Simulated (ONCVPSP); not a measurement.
Potentials for zinc (Zn) compared

Generated with ld1.x 7.5 (TM, RRKJ, ultrasoft, PAW), atompaw 4.2 or ONCVPSP 4.0.1. The cutoff is in Ry: for ld1.x and atompaw files where the sum of valence levels is converged to 10 mRy in a Bessel basis, for ONCV files where the hardest occupied wave has 1 mHa per electron of residual kinetic energy. The error is the largest all-electron minus pseudo excitation energy over each file’s own four to seven test configurations (ionisations up to +4, promotions, holes and added fractions of an electron), all of which were solved. The labels leave out finer settings (local radius, basis sizes, second energies), which also bear on the numbers. Spin-polarised tests are not counted. The rows are a selection from randomly drawn settings: files with unsolved tests, undetermined cutoffs or missed reference levels are left out.

A true bound ghost makes a file unfit for plane-wave use even where its test errors are small: the radial tests pick states by their node count and pass the ghost by.

```tsv
potential	cutoff (Ry)	largest error (meV)	bound ghosts
ONCV, PBEsol, fully relativistic, rc 1.15/0.95/0.90 (spd), local smoothed, core correction no, reference 3s2 3p6 3d10 4s2, qcut 9.6/14.8/20.4, projectors 2/1/2	274	+38	none
ONCV, PBE, scalar-relativistic, rc 1.70/1.60/1.20 (spd), local smoothed, core correction yes, reference 3d10 4s1, qcut 3.7/4.9/11.2, projectors 2/2/2	118	-136	s
ONCV, PBE, scalar-relativistic, rc 1.15/1.00/0.80 (spd), local smoothed, core correction no, reference 3s2 3p6 3d10 4s2, qcut 11.7/15.4/21.2, projectors 2/1/1	309	+35	none
ONCV, LDA (Perdew-Wang 92), scalar-relativistic, rc 1.64/0.88/1.64 (spd), local smoothed, core correction yes, reference 3s2 3p6 3d10 4s1.75, qcut 9.3/10.3/10, projectors 2/2/3	94	-1094	none
ONCV, PBEsol, scalar-relativistic, rc 1.35/0.90/0.90 (spd), local smoothed, core correction no, reference 3s2 3p6 3d10 4s2, qcut 8.8/13.1/13.7, projectors 2/2/1	189	-15	none
ONCV, PBE, scalar-relativistic, rc 2.20/2.15/1.30 (spd), local smoothed, core correction no, reference 3d10 4s2, qcut 2.6/3.4/9.6, projectors 1/2/1	100	-639	s
```

Problem. Fill in the row for Zn: ONCV, LDA (Perdew-Wang 92), scalar-relativistic, rc 2.05/2.00/1.50 (spd), local smoothed, core correction yes, reference 3d10 4s2, qcut 3.1/3.3/8.2, projectors 2/1/3.

Solution. cutoff 279 Ry, largest error +17 meV, bound ghosts: none.

Problem. Fill in the row for Zn: ONCV, PBEsol, scalar-relativistic, rc 2.05/2.10/0.80 (spd), local smoothed, core correction no, reference 3d10 4s0.5, qcut 2.6/4.5/15.4, projectors 2/1/2.

Solution. cutoff 235 Ry, largest error +6.3 meV, bound ghosts: s, p.
